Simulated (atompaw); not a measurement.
# Logarithmic derivatives: antimony, PAW (atompaw)

* Element: Sb
* Generator: atompaw 4.2.0.5
* Type: PAW
* Functional: PBE
* Relativity: scalar-relativistic
* Frozen core: [Ar] 3d10
* Valence charge: 23
* Reference configuration: 4s2 4p6 4d10 5s1 5p4
* Partial waves: 4s (bound): rc 1.00 bohr; 5s (bound): rc 1.25 bohr; 4p (bound): rc 1.10 bohr; 5p (bound): rc 1.25 bohr; 4d (bound): rc 1.25 bohr; 4d channel at -1.6 Ry: rc 1.10 bohr
* Local potential: troulliermartins scheme with l = 3 at 0 Ry, radius 0.95 bohr
* Core correction: smooth core density matched at 0.80 bohr
* Augmentation charge: sinc compensation charge, radius 1.15 bohr; PAW radius 1.25 bohr; waves and projectors: custom polynom2 7 10 vanderbiltortho

The phase is arctan(r·u′/u) with u = r·R(r), unwrapped; energies in Ry, scanned from -13 to 5 Ry. A pole is an energy at which the radial function vanishes at the test radius. The pseudo phase is shifted by a multiple of π to meet the all-electron one at the reference energy, and phase errors are pseudo minus all-electron; the curves can meet again beyond the range given. Levels narrower than the energy grid can be missing from the lists of poles. Where the grid stepped over a known ghost or core level, its pole and its step of π were put in at the level’s energy.

For each channel, where are the poles, and over which energies does the pseudopotential scatter like the atom?

```
channel  radius (bohr)  reference energy (Ry)  poles, all-electron       poles, pseudo  unbroken range about the reference energy with phases within 0.05 rad  phase error 1 Ry above the reference energy (rad)
      s           1.25                  -1.00                -9.22        -9.31, -8.01                                                             above -7.9                                             +0.000
      p           1.25                  -0.40                -5.09               -5.12                                                              below 4.0                                             -0.001
      d           1.25                  -2.57                 1.23  -8.14, -6.24, 1.29                                                             above -6.2                                             +0.000
```

Note: ghost states, extra bound levels that the all-electron valence spectrum of the same l lacks: s at -110.6 eV, d at -85.0 eV. A true bound ghost makes a file unfit for plane-wave use.

Phases in the d channel:

```json
{"E (Ry)": "-13.00", "all-electron": "1.309", "pseudo": "7.528"}
{"E (Ry)": "-12.52", "all-electron": "1.301", "pseudo": "7.516"}
{"E (Ry)": "-12.04", "all-electron": "1.293", "pseudo": "7.502"}
{"E (Ry)": "-11.56", "all-electron": "1.283", "pseudo": "7.485"}
{"E (Ry)": "-11.08", "all-electron": "1.273", "pseudo": "7.465"}
{"E (Ry)": "-10.60", "all-electron": "1.261", "pseudo": "7.438"}
{"E (Ry)": "-10.12", "all-electron": "1.248", "pseudo": "7.402"}
{"E (Ry)": "-9.64", "all-electron": "1.234", "pseudo": "7.345"}
{"E (Ry)": "-9.16", "all-electron": "1.216", "pseudo": "7.225"}
{"E (Ry)": "-8.68", "all-electron": "1.196", "pseudo": "6.705"}
{"E (Ry)": "-8.20", "all-electron": "1.173", "pseudo": "4.792"}
{"E (Ry)": "-7.72", "all-electron": "1.145", "pseudo": "4.468"}
{"E (Ry)": "-7.24", "all-electron": "1.110", "pseudo": "4.355"}
{"E (Ry)": "-6.76", "all-electron": "1.066", "pseudo": "4.275"}
{"E (Ry)": "-6.28", "all-electron": "1.008", "pseudo": "4.197"}
{"E (Ry)": "-5.80", "all-electron": "0.932", "pseudo": "0.965"}
{"E (Ry)": "-5.32", "all-electron": "0.823", "pseudo": "0.847"}
{"E (Ry)": "-4.84", "all-electron": "0.663", "pseudo": "0.679"}
{"E (Ry)": "-4.36", "all-electron": "0.419", "pseudo": "0.429"}
{"E (Ry)": "-3.88", "all-electron": "0.062", "pseudo": "0.065"}
{"E (Ry)": "-3.40", "all-electron": "-0.368", "pseudo": "-0.368"}
{"E (Ry)": "-2.92", "all-electron": "-0.743", "pseudo": "-0.743"}
{"E (Ry)": "-2.44", "all-electron": "-1.003", "pseudo": "-1.004"}
{"E (Ry)": "-1.96", "all-electron": "-1.175", "pseudo": "-1.175"}
{"E (Ry)": "-1.48", "all-electron": "-1.290", "pseudo": "-1.290"}
{"E (Ry)": "-1.00", "all-electron": "-1.373", "pseudo": "-1.373"}
{"E (Ry)": "-0.52", "all-electron": "-1.434", "pseudo": "-1.434"}
{"E (Ry)": "-0.04", "all-electron": "-1.482", "pseudo": "-1.481"}
{"E (Ry)": "0.44", "all-electron": "-1.521", "pseudo": "-1.519"}
{"E (Ry)": "0.92", "all-electron": "-1.553", "pseudo": "-1.550"}
{"E (Ry)": "1.40", "all-electron": "-1.580", "pseudo": "-1.577"}
{"E (Ry)": "1.88", "all-electron": "-1.604", "pseudo": "-1.599"}
{"E (Ry)": "2.36", "all-electron": "-1.626", "pseudo": "-1.619"}
{"E (Ry)": "2.84", "all-electron": "-1.646", "pseudo": "-1.637"}
{"E (Ry)": "3.32", "all-electron": "-1.665", "pseudo": "-1.653"}
{"E (Ry)": "3.80", "all-electron": "-1.682", "pseudo": "-1.667"}
{"E (Ry)": "4.28", "all-electron": "-1.699", "pseudo": "-1.681"}
{"E (Ry)": "4.76", "all-electron": "-1.716", "pseudo": "-1.693"}
```
